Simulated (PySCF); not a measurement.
Order these species by their calculated properties.

All species are isolated and taken at one optimised geometry, non-relativistic unless stated. Electronic properties by PySCF.

The conformers computed, where there is a choice (atom-mapped SMILES and torsion angles):
- `[CH3:1][NH:2][Si@@H:3]([PH2:4])[SiH2:5][N:6]([CH3:7])[CH3:8]`: C1–N2–Si3–P4 -169°, N2–Si3–Si5–N6 -53°, Si3–Si5–N6–C7 161°, H–P4–Si3–N2 170°, H–P4–Si3–N2 -98°
- `[CH3:1][N:2]([CH3:3])/[CH:4]=[P:5]\[N:6]([CH3:7])[CH3:8]`: C1–N2–C4–P5 173°, C4–P5–N6–C7 -82°
- `[CH3:1][CH2:2][CH2:3][p:4]1[cH:5][c:6]([F:7])[c:8]([SiH3:9])[cH:10]1`: C1–C2–C3–P4 59°, C2–C3–P4–C5 76°
- `[N:1]#[C:2][CH2:3][CH2:4]/[P:5]=[CH:6]\[C:7]([F:8])([F:9])[F:10]`: C2–C3–C4–P5 61°, C3–C4–P5–C6 -173°, P5–C6–C7–F8 -56°
- `[NH2:1][CH2:2]/[CH:3]=[CH:4]\[N:5]([SiH3:6])[SiH2:7][F:8]`: N1–C2–C3–C4 -23°, C3–C4–N5–Si6 -23°, C4–N5–Si7–F8 -24°, H–N1–C2–C3 -179°, H–N1–C2–C3 -58°
- `[CH3:1][N:2]([CH3:3])[C@@H:4]([SiH3:5])[Si@@H:6]([NH2:7])[PH2:8]`: C1–N2–C4–Si5 73°, N2–C4–Si6–N7 28°, H–N7–Si6–C4 116°, H–N7–Si6–C4 -22°, H–P8–Si6–C4 75°, H–P8–Si6–C4 167°

Question: Rank by dipole moment, highest first (PBE0/pcSseg-1 at GFN2-xTB geometries).
A. `N#CCC/P=C\C(F)(F)F`
B. `CN(C)/C=P\N(C)C`
C. `NC/C=C\N([SiH3])[SiH2]F`
D. `CN[Si@@H](P)[SiH2]N(C)C`
E. `CCCP1C=C(F)C([SiH3])=C1`

Answer: C (3.51 D), A (3.33 D), B (2.94 D), E (2.22 D), D (1.23 D).

Question: Rank by smallest rotational constant, highest first (GFN2-xTB).
A. `CN(C)/C=P\N(C)C`
B. `CCCp1cc(F)c([SiH3])c1`
C. `CN(C)[C@@H]([SiH3])[Si@@H](N)P`
D. `[SiH3]S`
E. `N#CCC/P=C\C(F)(F)F`
F. `NC/C=C\N([SiH3])[SiH2]F`

Answer: D (6.170 GHz), A (0.896 GHz), F (0.761 GHz), C (0.608 GHz), E (0.547 GHz), B (0.436 GHz).

Question: Rank by HOMO energy, lowest first (PBE0/pcSseg-1 at GFN2-xTB geometries).
A. `N#CCC/P=C\C(F)(F)F`
B. `CCCP1C=C(F)C([SiH3])=C1`
C. `CN(C)/C=P\N(C)C`
D. `S[SiH3]`

Answer: A (-8.44 eV), D (-7.35 eV), B (-6.82 eV), C (-5.11 eV).

Question: Rank by HOMO–LUMO gap, lowest first (PBE0/pcSseg-1 at GFN2-xTB geometries).
A. `CN[Si@@H](P)[SiH2]N(C)C`
B. `NC/C=C\N([SiH3])[SiH2]F`
C. `CN(C)/C=P\N(C)C`
D. `CCCP1C=C(F)C([SiH3])=C1`
E. `N#CCC/P=C\C(F)(F)F`

Answer: C (4.85 eV), D (5.34 eV), E (5.63 eV), A (5.97 eV), B (6.56 eV).

By how much do the two ends of that ranking differ?

By 1.71 eV, between `NC/C=C\N([SiH3])[SiH2]F` and `CN(C)/C=P\N(C)C`.
